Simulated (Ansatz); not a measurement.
`[SH][GeH2][C]1=NC1`, relaxed with RKS PBE-D4/def2-SVP in Ansatz 0.2.0 from a rough embedded geometry. The force threshold is 0.03 eV/Å; the program also tests the step.

Charge 0, multiplicity 1.

Start:

```xyz
10

S     2.314    1.157    1.026
Ge    1.018   -0.545    0.734
C    -0.668    0.066    0.094
N    -1.935    0.778    0.241
C    -1.667    0.042   -0.837
H     2.222    1.583   -0.363
H     0.808   -1.285    2.085
H     1.605   -1.516   -0.304
H    -2.281   -0.900   -0.902
H    -1.415    0.620   -1.775
```

```
step  energy (eV)  largest force (eV/Å)  largest move (Å)
   1  -70964.7597                 7.697             0.000
   2  -70966.2709                 3.481             0.199
   3  -70966.5550                 3.373             0.193
   4  -70966.6943                 0.466             0.139
   5  -70966.7006                 0.253             0.108
   6  -70966.7013                 0.323             0.081
   7  -70966.7109                 0.124             0.039
   8  -70966.7117                 0.056             0.014
   9  -70966.7122                 0.021             0.015
```

End:

```xyz
10

S     2.336    1.244    1.105
Ge    1.048   -0.554    0.736
C    -0.697   -0.008    0.039
N    -1.653    0.776    0.343
C    -1.778   -0.018   -0.960
H     2.401    1.576   -0.215
H     0.857   -1.218    2.119
H     1.690   -1.517   -0.293
H    -2.521   -0.837   -0.974
H    -1.684    0.556   -1.900
```

Hardware: 4 threads of an Arm Neoverse V1 on a shared host. Wall time 14 s, peak host memory 0.18 GiB.
